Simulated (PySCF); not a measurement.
Compound: TMS-CHClF, C4H10ClFSi.
Atom-mapped SMILES: `[CH3:1][Si:2]([CH3:3])([CH3:4])[C@H:5]([F:6])[Cl:7]` (hydrogens: H8, H9, H10 on C1; H11, H12, H13 on C3; H14, H15, H16 on C4; H17 on C5)

The same species was optimised twice, with GFN2-xTB and with PBE0-D3(BJ)/def2-SVP (PySCF), and the same property calculations (PySCF, gas phase) were run on both structures.

| coordinate | GFN2-xTB | PBE0-D3(BJ)/def2-SVP | change |
| --- | --- | --- | --- |
| C1–Si2 (Å) | 1.900 | 1.871 | -0.029 |
| Si2–C5 (Å) | 1.950 | 1.922 | -0.028 |
| Si2–C4 (Å) | 1.904 | 1.877 | -0.027 |
| Si2–C3 (Å) | 1.901 | 1.874 | -0.027 |
| C5–Cl7 (Å) | 1.784 | 1.798 | +0.014 |
| C5–F6 (Å) | 1.368 | 1.365 | -0.003 |
| C3–Si2–C5 (°) | 106.2 | 107.8 | +1.6 |
| F6–C5–Cl7 (°) | 107.8 | 109.1 | +1.3 |
| C1–Si2–C4 (°) | 112.5 | 111.3 | -1.2 |
| C4–Si2–C5 (°) | 105.6 | 106.5 | +0.9 |
| Si2–C5–Cl7 (°) | 110.4 | 109.7 | -0.7 |
| Si2–C5–F6 (°) | 110.5 | 109.9 | -0.6 |
| C3–Si2–C4 (°) | 112.4 | 111.8 | -0.6 |
| C1–Si2–C3 (°) | 112.9 | 112.5 | -0.4 |
| C1–Si2–C5–F6 (°) | 60 | 60 | 0 |

Rotational constants: A = 2102, B = 1247, C = 1066 MHz (GFN2-xTB) against A = 2142, B = 1270, C = 1078 MHz (PBE0-D3(BJ)/def2-SVP). Point groups within 0.08 Å: C1 and C1.

On the GFN2-xTB structure: HOMO (eV) -7.87 [PBE0/pcSseg-1]; LUMO (eV) 0.73 [PBE0/pcSseg-1]; dipole (D) 2.68 [PBE0/pcSseg-1]; GIAO shielding of C1/C3/C4 (mean) (ppm) 191.2 [PBE0/pcSseg-1]; GIAO shielding of Si2 (ppm) 343.8 [PBE0/pcSseg-1]; GIAO shielding of C5 (ppm) 76.9 [PBE0/pcSseg-1]; GIAO shielding of F6 (ppm) 366.5 [PBE0/pcSseg-1]; GIAO shielding of Cl7 (ppm) 762.2 [PBE0/pcSseg-1].

Problem. What do these properties become on the PBE0-D3(BJ)/def2-SVP structure?

Solution. 
```tsv
property	level	on GFN2-xTB	on PBE0-D3(BJ)/def2-SVP	change
HOMO (eV)	PBE0/pcSseg-1	-7.87	-7.92	-0.05
LUMO (eV)	PBE0/pcSseg-1	0.73	0.62	-0.11
dipole (D)	PBE0/pcSseg-1	2.68	2.57	-0.11
energy, GFN2-xTB geometry as zero (kcal/mol)	PBE0/pcSseg-1	0.0	-1.2	-1.2
GIAO shielding of C1/C3/C4 (mean) (ppm)	PBE0/pcSseg-1	191.2	189.3	-1.9
GIAO shielding of Si2 (ppm)	PBE0/pcSseg-1	343.8	347.1	+3.3
GIAO shielding of C5 (ppm)	PBE0/pcSseg-1	76.9	76.7	-0.2
GIAO shielding of F6 (ppm)	PBE0/pcSseg-1	366.5	367.8	+1.3
GIAO shielding of Cl7 (ppm)	PBE0/pcSseg-1	762.2	757.8	-4.4
```

The heavy atoms differ by 0.030 Å rms after alignment. Among bonds between heavy atoms C1–Si2 and Si2–C5 change most and about equally (-0.029 to -0.028 Å). Changes are differences of the printed values. Neither structure is proved a minimum here.

Shape of the structure used: `[CH3:1][Si:2]([CH3:3])([CH3:4])[C@H:5]([F:6])[Cl:7]`: C1–Si2–C5–F6 60°.
